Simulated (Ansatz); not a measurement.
`NN([SiH3])[SiH3]` + `OBCl` → `[SiH3]OBCl` + `NN[SiH3]`  (ligand exchange at the Si–N bond)

Calculated with Ansatz (gas phase, PBE0-D4/def2-TZVP geometries, no zero-point term in ΔE). CCSD(T)/CBS is the MP2 limit (def2-TZVPP, def2-QZVPP) plus CCSD(T) − MP2 in def2-TZVPP, frozen cores. This one scheme is used for every species. DFT in def2-TZVPP. B3LYP here is the variant with VWN-RPA as its local correlation; programs differ in this. HSE06 is defined as in plane-wave codes. Each species was taken in one conformer, which may not be the lowest.

`NN([SiH3])[SiH3]`:

Z-matrix (Å, degrees):
```
Si
N 1 1.727
H 1 1.483 2 108.9
H 1 1.491 2 110.2 3 -121.1
H 1 1.491 2 110.2 3 121.1
Si 2 1.730 1 132.2 3 0.0
N 2 1.433 1 117.6 3 -180.0
H 6 1.487 2 111.2 1 -119.5
H 6 1.487 2 106.8 1 0.1
H 6 1.487 2 111.2 1 119.7
H 7 1.015 2 109.9 1 -59.6
H 7 1.015 2 109.9 1 59.6
```

`OBCl`:

```xyz
5

O    -0.163    0.876    0.577
B    -0.084   -0.385    0.132
Cl    0.540   -0.744   -1.481
H     0.145    1.533   -0.056
H    -0.437   -1.281    0.829
```

`[SiH3]OBCl`:

```xyz
8

Si   -0.174    1.195    0.060
O     0.689   -0.166   -0.371
B     0.461   -1.471   -0.209
Cl   -1.006   -2.036    0.608
H    -0.330    1.243    1.533
H     0.628    2.345   -0.413
H    -1.499    1.179   -0.603
H     1.231   -2.289   -0.605
```

`NN[SiH3]`:

Z-matrix (Å, degrees):
```
Si
N 1 1.714
H 1 1.494 2 112.3
H 1 1.491 2 110.9 3 -118.9
H 1 1.486 2 107.1 3 120.7
N 2 1.407 1 123.5 3 57.5
H 2 1.005 1 123.5 3 -110.3
H 6 1.013 2 110.1 1 66.7
H 6 1.014 2 110.8 1 -53.4
```

```tsv
level	ΔE (kJ/mol)	difference from CCSD(T)/CBS
LDA (SPW92)	-23.8	5.6
PBE-D4	-23.2	6.2
revPBE-D4	-20.3	9.1
BLYP-D4	-27.6	1.8
r2SCAN-D4	-29.2	0.2
B97M-V	-29.2	0.2
PBE0-D4	-26.7	2.7
B3LYP-D4	-31.0	-1.6
r2SCANh-D4	-30.0	-0.6
r2SCAN0-D4	-31.1	-1.7
HSE06-D4	-26.5	2.9
BHLYP-D4	-35.4	-6.0
CAM-B3LYP-D4	-33.8	-4.4
ωB97X-V	-31.0	-1.6
ωB97M-V	-29.6	-0.2
B2PLYP	-32.5	-3.1
PBE-QIDH	-29.1	0.3
PBE	-25.9	3.5
revPBE	-26.8	2.6
r2SCAN	-30.0	-0.6
PBE0	-29.1	0.3
B3LYP	-35.4	-6.0
r2SCANh	-30.8	-1.4
r2SCAN0	-32.0	-2.6
HSE06	-28.8	0.6
BHLYP	-39.2	-9.8
CAM-B3LYP	-36.3	-6.9
RPA@PBE/def2-TZVPP	-26.3	3.1
MP2/def2-SVP	-16.9	12.5
CCSD/def2-SVP	-19.4	10.0
CCSD(T)/def2-SVP	-16.8	12.6
MP2/def2-TZVPP	-26.7	2.7
SCS-MP2/def2-TZVPP	-29.7	-0.3
CCSD/def2-TZVPP	-30.0	-0.6
CCSD(T)/def2-TZVPP	-27.0	2.4
HF/def2-QZVPP	-46.0	-16.6
MP2/def2-QZVPP	-28.4	1.0
SCS-MP2/def2-QZVPP	-31.2	-1.8
MP2/CBS(def2)	-29.1	0.3
CCSD/CBS(def2)	-32.4	-3.0
CCSD(T)/CBS	-29.4	0
```

Largest T1 diagnostic among the species: 0.012.

Leaving LDA and LC-ωPBE aside and taking each functional with its dispersion term where it has one, the values spread over 15.1 kJ/mol, from BHLYP-D4 to revPBE-D4. In def2-TZVPP, CCSD(T) changes the Hartree–Fock value by +18.1 kJ/mol (the triples alone add +3.0 kJ/mol) and MP2 by +18.4 kJ/mol.
